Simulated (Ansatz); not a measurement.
PBE exchange is replaced step by step with exact exchange (0 % is PBE, 25 % PBE0; no dispersion term), basis def2-SVP, Ansatz. System: `C=C/C=C/C=C/C=C/C=C/C=C/C=C/C=C/C=C/C=C/C=C/C=C/C=C/C=C`. The state is a singlet with charge 0. Geometry: PBE-D4/def2-SVP.

Geometry of the singlet:

```xyz
58

C   -16.127   -2.414   -3.859
C   -15.105   -1.709   -3.305
C   -13.723   -2.119   -3.317
C   -12.695   -1.399   -2.754
C   -11.324   -1.799   -2.764
C   -10.291   -1.076   -2.199
C    -8.925   -1.476   -2.210
C    -7.888   -0.753   -1.646
C    -6.525   -1.155   -1.658
C    -5.485   -0.432   -1.094
C    -4.124   -0.836   -1.107
C    -3.082   -0.115   -0.543
C    -1.723   -0.520   -0.556
C    -0.680    0.201    0.007
C     0.680   -0.204   -0.006
C     1.722    0.517    0.558
C     3.082    0.113    0.545
C     4.124    0.835    1.108
C     5.485    0.431    1.096
C     6.525    1.155    1.659
C     7.887    0.753    1.648
C     8.924    1.477    2.211
C    10.290    1.076    2.201
C    11.323    1.801    2.764
C    12.694    1.400    2.755
C    13.724    2.121    3.314
C    15.106    1.711    3.301
C    16.129    2.417    3.850
H   -15.947   -3.376   -4.365
H   -17.166   -2.054   -3.817
H   -15.328   -0.750   -2.803
H   -13.485   -3.077   -3.815
H   -12.937   -0.441   -2.257
H   -11.080   -2.757   -3.260
H   -10.535   -0.118   -1.703
H    -8.682   -2.434   -2.706
H    -8.130    0.205   -1.150
H    -6.283   -2.113   -2.154
H    -5.726    0.526   -0.598
H    -3.884   -1.794   -1.603
H    -3.322    0.844   -0.047
H    -1.483   -1.478   -1.052
H    -0.919    1.160    0.503
H     0.920   -1.163   -0.502
H     1.482    1.476    1.053
H     3.323   -0.846    0.050
H     3.883    1.794    1.603
H     5.726   -0.528    0.601
H     6.283    2.113    2.154
H     8.130   -0.206    1.154
H     8.681    2.436    2.705
H    10.534    0.117    1.707
H    11.080    2.760    3.257
H    12.936    0.440    2.260
H    13.487    3.081    3.809
H    15.327    0.749    2.803
H    15.949    3.378    4.359
H    17.166    2.053    3.814
```

Single mean-field runs in def2-SVP are fitted with def2-universal-jkfit. The restricted singlet is unstable towards broken spin symmetry at other levels; at PBE-D4/def2-SVP, PBE with 5 % exact exchange/def2-SVP, PBE with 10 % exact exchange/def2-SVP, PBE with 15 % exact exchange/def2-SVP and others this wasn't settled. The geometry of the singlet was relaxed on an unsound state (restricted singlet, unstable towards broken spin symmetry at other levels and untested here).

```tsv
exact exchange (%)	HOMO (eV)	LUMO (eV)	gap (eV)
0	-4.24	-3.39	0.85
5	-4.33	-3.31	1.02
10	-4.43	-3.23	1.20
15	-4.53	-3.15	1.38
25	-4.76	-2.96	1.79
35	-5.00	-2.76	2.24
50	-5.40	-2.41	2.99
```
